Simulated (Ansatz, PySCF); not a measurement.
This singlet lies 0.71 eV below the relaxed triplet at the level B3LYP/cc-pVTZ // PBE0-D3(BJ)/def2-TZVP (Ansatz, an electronic-structure program).

## C$_{2}$H$_{4}$Si$_{2}$, SMILES `C#C[Si][SiH3]` (lower singlet) (charge 0, multiplicity 1)

Level of theory: PBE0-D3(BJ)/def2-TZVP (PySCF).

```json
{
  "HOMO": "-6.37 eV",
  "dipole_moment": "1.05 D",
  "HOMO–LUMO gap": "3.04 eV",
  "LUMO": "-3.34 eV",
  "total_energy": "-657.1806 Ha",
  "cost": "about 40 core-seconds (a rough figure)"
}
```

```xyz
8

C      2.2430     0.7394     0.4218
C      1.4954    -0.1998     0.2281
Si     0.4912    -1.6973    -0.0422
Si    -1.4686    -0.3386    -0.2655
H      2.8959     1.5653     0.5909
H     -2.7061    -1.1266    -0.5246
H     -1.6704     0.4429     0.9880
H     -1.2804     0.6146    -1.3965
```
Charge 0, spin multiplicity 1.
